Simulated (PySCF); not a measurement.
**C⁺ (carbon, charge +1): BP86 calculation**

Configuration: [He] 2s2 2p1, 2P determinant. Computed with PySCF 2.14 in aug-cc-pVDZ (4s3p2d, 23 functions), with the non-relativistic Hamiltonian (point nucleus).

```json
{
  "Total energy": "-37.4145 hartree",
  "One-electron energy": "-47.5438 hartree",
  "Hartree (Coulomb) energy": "14.9821 hartree",
  "Exchange-correlation energy": "-4.8527 hartree",
  "Kinetic energy": "37.13236 hartree",
  "⟨S²⟩": "0.7518",
  "⟨L²⟩": "2.006",
  "Sum of ⟨r⟩": "4.974 bohr",
  "Sum of ⟨r²⟩": "8.140 bohr²",
  "Traceless quadrupole moment −½Σ⟨3z² − r²⟩ along its main axis": "-1.04 e·bohr²",
  "Density at the nucleus (Gaussians lack the cusp)": "123 bohr⁻³",
  "Spin density at the nucleus": "0.0388 bohr⁻³",
  "Langevin diamagnetic susceptibility": "-6.45 ×10⁻⁶ cm³/mol",
  "Time after the integrals": "0.09 s of wall time on 1 thread of Neoverse-V1 (shared host)"
}
```

```csv
shell,electrons,mean orbital energy (hartree),"rms radius, mean of both spins (bohr)"
1s α,1,-10.62083,0.314
1s β,1,-10.60473,0.314
2s α,1,-0.96699,1.61
2s β,1,-0.91509,1.61
2p α,1,-0.66311,1.65
```
